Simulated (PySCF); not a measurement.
C3H13NSi2, SMILES CNC(C)([SiH3])[SiH3]. Atoms are numbered in the order given.

```xyz
19

C      1.9215     1.2356    -0.8059
N      1.1476     0.0074    -0.8299
C      0.1234    -0.1646     0.2119
C      0.6834    -0.3713     1.6374
Si    -1.1089     1.2969     0.2119
Si    -0.8518    -1.6967    -0.3751
H      2.4240     1.4610     0.1596
H      2.6981     1.1880    -1.5847
H      1.2779     2.0977    -1.0517
H      1.7782    -0.7963    -0.8176
H      1.2911     0.4893     1.9659
H      1.3269    -1.2692     1.6825
H     -0.1197    -0.5060     2.3814
H     -1.5048     1.6670    -1.1789
H     -2.3246     0.8827     0.9787
H     -0.5295     2.4970     0.8946
H     -1.7875    -2.1894     0.6838
H     -1.6269    -1.3971    -1.6142
H      0.1440    -2.7781    -0.6650
```
Charge 0, spin multiplicity 1.

Coordinates come from a r2SCAN-D4/def2-SVP optimisation. The structure was generated by enumeration, and PubChem lists no compound with its InChIKey, so it may never have been made. The values are those of a single conformer.

Computed with PySCF with SMD-ωB97X/def2-SVP.

Solvation free energies are E(SMD) − E(gas) at the gas-phase geometry, for 1 M in both phases. In vacuum the dipole moment is 1.61 D.

| solvent | ΔG(solv) (kcal/mol) | its non-electrostatic (CDS) part | dipole (D) |
|---|---|---|---|
| water | (withheld) | (withheld) | (withheld) |
| chlorobenzene | -2.6 | -0.2 | 2.08 |
| methanol | -3.0 | 0.1 | 2.26 |

**Question.** Some entries are withheld; supply them. (An estimate is asked for; the answer gives what the named calculation found.)

**Answer.** 
- water, ΔG(solv) (kcal/mol): 1.8
- water, its non-electrostatic (CDS) part: 5.0
- water, dipole (D): 2.29
